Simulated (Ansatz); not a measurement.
Molecule: trifluorosilane, sum formula SiHF3 (charge 0, singlet). SMILES: F[SiH](F)F
Geometry from a B3LYP-D3(BJ)/def2-TZVP (Ansatz, an electronic-structure program) optimisation:
```
Si
F 1 1.5787
F 1 1.5787 2 108.26
F 1 1.5787 2 108.26 3 -117.16
H 1 1.4565 2 110.65 3 121.42
```
Charge 0, spin multiplicity 1.

Parts of the frozen-core correlation energy in cc-pwCVTZ (Ansatz, hartree). Frozen orbitals: 8; correlated occupied orbitals by spin: 13 and 13; virtual: 181 and 181. Spin-orbit coupling is left out. No relativistic terms.

```
term                            value
-------------------------  ----------
reference (HF)             -588.18809
MP2 opposite-spin            -0.66240
MP2 same-spin                -0.23033
CCSD correlation             -0.89546
(T)                          -0.02596
T1 diagnostic                   0.011
largest doubles amplitude       0.023
```
